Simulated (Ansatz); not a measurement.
Relaxation of Cl2F4H2W (9 atoms, charge 0, multiplicity 1), to a largest force component of 0.03 eV/Å in at most 50 steps.

These are results of RKS PBE0/def2-SVP (Ansatz 0.2.0), not measurements.

```xyz
9
Properties=species:S:1:pos:R:3:forces:R:3
W 0.104 -0.240 -0.386 0.15 -0.20 0.49
F 0.604 0.246 2.576 -0.06 0.12 -0.20
F 1.888 0.153 -0.137 0.01 0.01 -0.01
F -0.220 1.576 -0.169 -0.01 0.00 -0.01
F -1.502 -0.345 0.514 0.00 0.00 -0.01
Cl -0.406 -2.412 -1.048 -0.01 0.01 -0.01
Cl 0.398 0.062 -2.639 0.00 0.00 0.02
H 0.640 -1.329 0.815 -0.12 0.15 -0.42
H 0.790 -0.659 2.551 0.04 -0.08 0.15
```

Where does it end, and by what steps?

It converged. After 10 steps the energy has fallen by 0.165 eV; F2 moved furthest, 0.48 Å. Joined: W1–F2 (3.04 → 2.48 Å).

| step | energy less start (eV) | largest force component (eV/Å) | accepted |
| --- | --- | --- | --- |
| 0 | 0.0000 | 0.485 | yes |
| 1 | 0.0498 | 3.009 | no |
| 2 | -0.0401 | 0.848 | yes |
| 3 | -0.0678 | 0.925 | yes |
| 4 | -0.1084 | 1.255 | yes |
| 5 | -0.1469 | 0.655 | yes |
| 6 | -0.1198 | 0.527 | no |
| 7 | -0.1602 | 0.180 | yes |
| 8 | -0.1647 | 0.087 | yes |
| 9 | -0.1654 | 0.040 | yes |
| 10 | -0.1654 | 0.026 | yes |

```xyz
9
Properties=species:S:1:pos:R:3
W 0.142 -0.273 -0.272
F 0.528 0.321 2.107
F 1.958 0.015 -0.098
F -0.146 1.551 0.010
F -1.495 -0.429 0.569
Cl -0.367 -2.403 -1.125
Cl 0.306 0.190 -2.510
H 0.642 -1.518 0.741
H 0.728 -0.402 2.654
```

Whether the end is a true minimum wasn't checked by a vibrational analysis.

The run took 37 s on 4 threads of Arm Neoverse V2, on a shared host, peak memory 0.39 GiB.
